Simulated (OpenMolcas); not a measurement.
# S V: effect of the basis set

```
Program             : OpenMolcas 26.06
Method              : RASSCF
Active space        : 2 electrons in 9 orbitals (RAS2 3s 3p; RAS3 3d, at most 2 electrons)
State averaging     : 2S+1 = 3 even, 3 roots; 2S+1 = 1 even, 7 roots; 2S+1 = 3 odd, 3 roots; 2S+1 = 1 odd, 3 roots
Spin-orbit coupling : state interaction with AMFI integrals over the reference wave functions, term energies averaged over their components
```

A. ANO-RCC-VTZP [5s4p2d1f], DKH2, point nucleus; cost about 16 core-seconds
B. ANO-R2 [5s4p3d1f], X2C, finite nucleus; cost of the order of 18 core-seconds
C. ANO-RCC-VQZP [6s5p3d2f1g], DKH2, point nucleus; cost of the order of 13 core-seconds
D. ANO-RCC [8s7p5d4f2g], DKH2, point nucleus; cost about 29 core-seconds

Energies in cm-1 above 3s2 1S0, the measured ground level; measured values from NIST levels in Podobedova, Kelleher and Wiese, J. Phys. Chem. Ref. Data 38, 171 (2009); Martin, Zalubas and Musgrove, J. Phys. Chem. Ref. Data 19, 821 (1990).

| Level | A | B | C | D | Measured |
| --- | --- | --- | --- | --- | --- |
| 3s2 1S0 | 0.0 | 0.0 | 0.0 | 0.0 | 0.0 |
| 3s 3p 3P* 0 | 81256 | 82007 | 81295 | 81262 | 83024 |
| 3s 3p 3P* 1 | 81584 | 82332 | 81622 | 81596 | 83394 |
| 3s 3p 3P* 2 | 82252 | 82996 | 82290 | 82276 | 84155 |
| 3s 3p 1P* 1 | 129114 | 128609 | 129177 | 128974 | 127151 |
| 3p2 1D2 | 193443 | 192690 | 193491 | 192154 | 193739 |
| 3p2 3P0 | 199118 | 200239 | 199266 | 199157 | 199967 |
| 3p2 3P1 | 199462 | 200586 | 199610 | 199510 | 200371 |
| 3p2 3P2 | 200137 | 201257 | 200285 | 200197 | 201146 |

Deviations, from unrounded energies. A percentage is the sum of absolute deviations over the sum of measured energies, with the sign that they share, or ± where signs differ.

```json
{"Against measurement": "mean absolute deviation (cm-1)", "Levels": "8", "A": "1300", "B": "790", "C": "1200", "D": "1400"}
{"Against measurement": "other configurations (%)", "Levels": "8", "A": "±0.9", "B": "±0.5", "C": "±0.8", "D": "±1.0"}
```

B lies closest to measurement on these levels and D furthest from it. The largest miss of B in the table is 3s 3p 1P* 1, by +1500 cm-1. The ranking rests on the paired levels alone, and a cruder setting can come out closer through cancelling errors.

Among A to D the level of the table that moves most is 3p2 1D2, by 1300 cm-1 (lowest in D, highest in C).

Active for correlation alone: 3d; no level in the range computed is led by a configuration that fills it, so any true level of that kind is missing. Some terms mix strongly with configurations of 3d, whose occupation reaches 0.23 (3p2 1D) (figures for A; the like holds for B, C, D). Computed and measured levels are paired by configuration, term and J; levels that our copy of the source lacks, or whose pairing is in doubt (as where it misses far off the trend of its configuration), stay unpaired and out of the deviations. Only configurations of the active space appear. The table leaves out levels that lie high or whose names do not pair safely across all columns.

* marks odd parity.
